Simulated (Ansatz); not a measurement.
Reaction (redistribution): `[SiH3]C(Cl)[TeH]` + `F[C]1=[CH][AlH]1` → `[TeH][C]1=[CH][AlH]1` + `FC([SiH3])Cl`

Computed with Ansatz on PBE0-D4/def2-TZVP structures; ΔE is electronic, products minus reactants. CCSD(T)/CBS is the MP2 limit (def2-TZVPP, def2-QZVPP) plus CCSD(T) − MP2 in def2-TZVPP, frozen cores. DFT in def2-TZVPP. B3LYP here is the variant with VWN-RPA as its local correlation; programs differ in this. Elements past krypton have def2 core potentials. For Te outer-core shells are correlated without core-valence functions, which leaves a few kJ/mol of doubt a bond.

`[SiH3]C(Cl)[TeH]`:

Z-matrix (Å, degrees):
```
Si
C 1 1.885
H 1 1.486 2 109.5
H 1 1.485 2 108.9 3 120.2
H 1 1.483 2 108.3 3 -119.9
Cl 2 1.786 1 109.3 3 52.4
Te 2 2.146 1 111.4 3 179.6
H 2 1.091 1 110.9 3 -65.3
H 7 1.658 2 93.0 1 -45.4
```

`F[C]1=[CH][AlH]1`:

Cartesian coordinates in Å:
```
F 1.349 -1.059 -1.300
C 0.437 -0.397 -0.592
C 0.515 -0.023 0.710
Al -1.097 0.503 -0.073
H 1.317 -0.182 1.426
H -2.521 1.157 -0.170
```

`[TeH][C]1=[CH][AlH]1`:

Z-matrix (Å, degrees):
```
C
C 1 1.367
Al 1 1.866 2 67.7
Te 1 2.083 2 129.1 3 180.0
H 2 1.088 1 129.6 3 180.0
H 3 1.567 1 156.5 2 -180.0
H 4 1.657 1 93.8 2 180.0
```

`FC([SiH3])Cl`:

```xyz
8

F     0.367   -1.890    0.015
C     0.348   -0.656   -0.578
Si   -0.498    0.627    0.552
Cl    2.021   -0.130   -0.893
H    -0.119   -0.764   -1.559
H    -1.882    0.167    0.831
H    -0.524    1.920   -0.172
H     0.287    0.726    1.803
```

Is it downhill or uphill in electronic energy at CCSD(T)/CBS, and by how much? (Estimate.)

The calculation gave: Uphill: ΔE = +4.9 kJ/mol.

What do these levels give: PBE0-D4, B3LYP-D4, ωB97X-V, B2PLYP, PBE, MP2/def2-TZVPP, CCSD(T)/def2-TZVPP, HF/def2-QZVPP, MP2/def2-QZVPP, SCS-MP2/def2-QZVPP, MP2/CBS(def2), CCSD/CBS(def2)? (An estimate is asked.)

Ansatz gave: PBE0-D4 3.7, B3LYP-D4 1.0, ωB97X-V 4.1, B2PLYP -1.7, PBE 0.5, MP2/def2-TZVPP 3.0, CCSD(T)/def2-TZVPP 1.8, HF/def2-QZVPP -7.3, MP2/def2-QZVPP 5.0, SCS-MP2/def2-QZVPP 2.6, MP2/CBS(def2) 6.2, CCSD/CBS(def2) 4.1 kJ/mol.

Largest T1 diagnostic among the species: 0.015.

The D4 term adds +5.1 kJ/mol with B3LYP and +2.7 kJ/mol with PBE0; it sums over pairs of atoms, weighted by their polarisabilities, and B3LYP, whose exchange is more repulsive, gets the larger term. In def2-TZVPP, CCSD(T) changes the Hartree–Fock value by +9.6 kJ/mol (the triples alone add +0.8 kJ/mol) and MP2 by +10.9 kJ/mol.
